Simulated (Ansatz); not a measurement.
Rh₄⁻, relaxed as a doublet with UKS r2SCAN-D4/def2-SVPD in Ansatz, starting from packed atoms. Force threshold 0.02 eV/Å.

In the def2 sets Rh takes a core potential; there is no spin–orbit coupling. The charge -1 doublet is spin-contaminated (final ⟨S²⟩ up to 2.00, 0.75 for a pure state). The highest occupied level of the charge -1 doublet lies above zero (up to 0.77 eV). It is a level of α spin, whose loss leaves a singlet; that state wasn't run at this geometry and level. The electron is either unbound and held by the finite basis, or the level is raised by self-interaction error. The relaxation made no stability test and no search for a lower SCF solution. No other spin state of charge -1 was run. Another isomer (quartet) lies 0.32 eV lower at PBE-D4/def2-TZVPD; other spin states weren't run for this one.

Start:

```xyz
4

Rh    1.779    0.160   -0.177
Rh   -0.501   -0.086    1.632
Rh   -0.741    1.474   -0.759
Rh   -0.537   -1.549   -0.697
```

Estimate the energy that the relaxation releases and the steps that it takes.

2.19 eV, in 7 steps; 3.4 min on 4 threads of Arm Neoverse V1 on a shared host. The force fell under the threshold at step 6, but the optimiser went on. No frequencies were taken in this run, so the end may be a saddle point.

Does the start keep its bonding?

By distances, no bond broke or formed. The bond that changes most is Rh1–Rh4, from 2.92 to 2.45 Å (atoms count from 1).

Predict the relaxed structure.


```xyz
4

Rh    1.471    0.115   -0.136
Rh   -0.403   -0.033    1.425
Rh   -0.635    1.253   -0.643
Rh   -0.433   -1.334   -0.646
```
Bond lengths (bridged metal pairs left out): 6 × Rh–Rh 2.44 to 2.59 Å.
